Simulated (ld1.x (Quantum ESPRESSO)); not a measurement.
**Building the TM potential for Li (Z = 3) (PBEsol, scalar-relativistic).**

```
Element                 : Li
Generator               : ld1.x (Quantum ESPRESSO) 7.5
Type                    : norm-conserving Troullier–Martins (Kleinman–Bylander form)
Functional              : PBEsol
Relativity              : scalar-relativistic
Frozen core             : [He]
Valence charge          : 1
Reference configuration : 2s1 2p0
Partial waves           : 2s (bound): rc 1.64 bohr; 2p (bound, empty): rc 3.22 bohr; 3d channel at 0.2 Ry: rc 2.58 bohr
Local potential         : the d channel
Core correction         : a·sin(br)/r model core inside 1.35 bohr
```

- Cutoffs needed: 12 Ry and 25 Ry (the cutoffs (Ry, on a coarse ladder) from which the occupation-weighted sum of valence levels, in a spherical-Bessel basis at the reference potential, stays within 10 and 1 mRy of its value at 400 Ry)
- Ghost test: no extra level below or beside the all-electron valence levels (s, p, d, f tested) (spherical-Bessel basis up to 400 Ry, 20 bohr box)
- Largest excitation error: +1.1 meV (all-electron minus pseudo) for 2s0.5 2p0, out of 2 test configurations
